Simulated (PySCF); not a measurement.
## Two-component Hartree-Fock for Ni²⁵⁺ (nickel, charge +25)

Start: [He] 2s1; 2s1/2 filled at m_j = +1/2. Calculated with PySCF 2.14 in an even-tempered Gaussian basis (17 s from 7.8 bohr⁻², ratio 2.4; 11 p from 10 bohr⁻², ratio 2.4; 5 d from 31 bohr⁻², ratio 2.6; 4 f from 47 bohr⁻², ratio 2.6): generalised Hartree-Fock with the X2C-1e Hamiltonian and a Gaussian nucleus; one run each with spin-orbit coupling (SO) switched off, then screened by Boettger's factors.

```json
{"spinor shell": "1s1/2", "electrons": "2", "ε, spin-free (eV)": "-10150.1", "ε, screened SO (eV)": "-10150.1", "weight of nominal j (screened SO)": "1.000", "rms radius, screened SO (bohr)": "0.0617"}
{"spinor shell": "2s1/2", "electrons": "1", "ε, spin-free (eV)": "-2400.0", "ε, screened SO (eV)": "-2400.0", "weight of nominal j (screened SO)": "1.000", "rms radius, screened SO (bohr)": "0.239"}
```

| quantity | spin-free | screened SO |
| --- | --- | --- |
| E (hartree) | -862.74858 | -862.74858 |
| M_J | 1/2 | 1/2 |
| ⟨J²⟩ | 0.750 | 0.750 |
| ⟨L²⟩ | 0.000 | 0.000 |
| ⟨S²⟩ | 0.750 | 0.750 |

Each row is a mean over spinors that exchange with the open shell spreads, by up to 16.586 eV (1s1/2).

Without spin-orbit coupling the j labels of p, d and f shells carry no meaning; the spin-free column gives the mean over the occupied spinors of each nl shell.
